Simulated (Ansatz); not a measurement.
Kohn–Sham single points on `C[N](C)[Ga]([F])[SH]`.

```yaml
crystal:
  periodic: [false, false, false]
  atoms:
    - {symbol: C, position_ang: [0.958188, 0.320711, -1.367505]}
    - {symbol: N, position_ang: [0.230555, -0.116429, -0.201958]}
    - {symbol: C, position_ang: [0.574888, -1.439651, 0.248796]}
    - {symbol: Ga, position_ang: [-1.001475, 0.913328, 0.611439]}
    - {symbol: F, position_ang: [-1.277265, 2.498624, -0.093405]}
    - {symbol: S, position_ang: [-2.168932, 0.371930, 2.375267]}
    - {symbol: H, position_ang: [2.040984, 0.335581, -1.180007]}
    - {symbol: H, position_ang: [0.781247, -0.346894, -2.222391]}
    - {symbol: H, position_ang: [0.652893, 1.327370, -1.657642]}
    - {symbol: H, position_ang: [1.638979, -1.509633, 0.514850]}
    - {symbol: H, position_ang: [-0.005035, -1.718534, 1.131824]}
    - {symbol: H, position_ang: [0.379757, -2.192509, -0.527797]}
    - {symbol: H, position_ang: [-2.804794, 1.556106, 2.368538]}
basis:
  gaussian: {orbitals: def2-TZVPP}
hamiltonian: {xc: {name: wB97M-V}}
output: {forces: true, orbitals: {seedname: orbitals}}
```

```sh
$ ansatz run in.yaml --threads 2 --pin off --events-out ev --progress --plain --max-ram 32768MiB --backend cuda --devices 0, --max-vram 18GiB
```

It prints (some lines left out):

```
Functional definition: wB97M-V
1778 factors; their error is unknown
404 factors; integrals over basis functions are off by at most 9.5e-6 eV
mean field evaluation 1: about -69600.4227 eV, gradient 6.4e1 eV
mean field evaluation 2: about -69598.9118 eV, gradient 7.6e1 eV
mean field evaluation 4: about -69608.0160 eV, gradient 2.3e0 eV
mean field evaluation 8: about -69608.0378 eV, gradient 7.2e-2 eV
mean field evaluation 16: about -69608.1400 eV, gradient 7.1e-4 eV
mean field -69608.14003121 eV, -2558.0519640549 hartree, gradient 6.4e-5 eV, S^2 0.000000; 0 other end points of the search recorded, 0 dependent functions left out
reference -69608.14008576 eV, -2558.0519660596 hartree; 41, 41 occupied and 271, 271 virtual orbitals, 1778 factors
Total energy: -69608.14008576 eV, -2558.0519660596 hartree
Atom 0 at     0.958188     0.320711    -1.367505 Å, force     0.176201     0.073888    -0.261591 eV/Å
Atom 1 at     0.230555    -0.116429    -0.201958 Å, force    -0.179612     0.157347     0.113912 eV/Å
Atom 2 at     0.574888    -1.439651     0.248796 Å, force     0.100165    -0.297724     0.074084 eV/Å
Atom 3 at    -1.001475     0.913328     0.611439 Å, force    -0.009620    -0.076277     0.061393 eV/Å
Atom 4 at    -1.277265     2.498624    -0.093405 Å, force    -0.007746     0.069282    -0.035954 eV/Å
Atom 5 at    -2.168932     0.371930     2.375267 Å, force    -0.036042     0.085097    -0.011897 eV/Å
Atom 6 at     2.040984     0.335581    -1.180007 Å, force    -0.089144    -0.002977    -0.014248 eV/Å
Atom 7 at     0.781247    -0.346894    -2.222391 Å, force     0.014786     0.053239     0.071520 eV/Å
Atom 8 at     0.652893     1.327370    -1.657642 Å, force     0.022970    -0.071969     0.019371 eV/Å
Atom 9 at     1.638979    -1.509633     0.514850 Å, force    -0.087532     0.006945    -0.023491 eV/Å
Atom 10 at    -0.005035    -1.718534     1.131824 Å, force     0.036462     0.019167    -0.056506 eV/Å
Atom 11 at     0.379757    -2.192509    -0.527797 Å, force     0.016651     0.063486     0.062765 eV/Å
Atom 12 at    -2.804794     1.556106     2.368538 Å, force     0.042459    -0.079504     0.000641 eV/Å
Dipole moment:     0.182032    -0.309319    -0.017253 e Å
```

Run time 13 s (2 threads of an AMD EPYC 7R13 on a shared host and a share of an NVIDIA H100 80 GB); peak host memory 1 GiB.

The same input with `hamiltonian: {xc: pbe0, dispersion: d4}` and no forces (abridged; 7.5 s):

```
Functional definition: PBE0
mean field evaluation 16: about -69596.3893 eV, gradient 2.7e-4 eV
mean field -69596.38933631 eV, -2557.6201339822 hartree, gradient 8.5e-5 eV, S^2 0.000000
Total energy: -69596.65997079 eV, -2557.6300796160 hartree
```
